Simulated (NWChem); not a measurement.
System: C3H8N, doublet; SMILES C(C)[N]C

NWChem input:

```
start job
memory heap 200 mb stack 900 mb global 1100 mb
geometry units angstroms noautosym nocenter noautoz
  C      0.188017    -1.883357     0.034188
  C     -0.408271    -0.484621    -0.094676
  N      0.531232     0.545364     0.239302
  C     -0.015907     1.860930     0.119714
  H     -0.554534    -2.663514    -0.227763
  H      1.064165    -1.994434    -0.635197
  H      0.534398    -2.063142     1.071366
  H     -0.801655    -0.321391    -1.134935
  H     -1.324783    -0.389336     0.549122
  H      0.734239     2.634857     0.379668
  H     -0.909879     2.004551     0.780924
  H     -0.389051     2.068546    -0.916919
end
basis spherical
  C library 3-21g
  N library 3-21g
  H library 3-21g
end
dft
  odft
  mult 2
  xc b3lyp
  iterations 150
end
cosmo
  do_cosmo_smd true
  solvent water
end
task dft energy
```

Structure relaxed at the PBE-D3(BJ)/def2-SVP, spin-unrestricted level. No stability test was run on the SCF state. B3LYP is NWChem's, with the RPA form of VWN correlation. Solvent: water.

Solvent water, SMD (1 M gas to 1 M solution), gas-phase geometry. Reactions with the solvent are ignored.

Q: Give the results of this calculation. (B3LYP/3-21G, spin-unrestricted, SMD on the gas-phase geometry.) Quantities: basis functions; solvation free energy (kcal/mol); cavity-dispersion-structure term (kcal/mol); dipole in solution (D).

A: 
```json
{
  "number_of_basis_functions": "52",
  "solvation free energy (kcal/mol)": "-6.7",
  "cavity-dispersion-structure term (kcal/mol)": "-2.5",
  "dipole in solution (D)": "2.35"
}
```
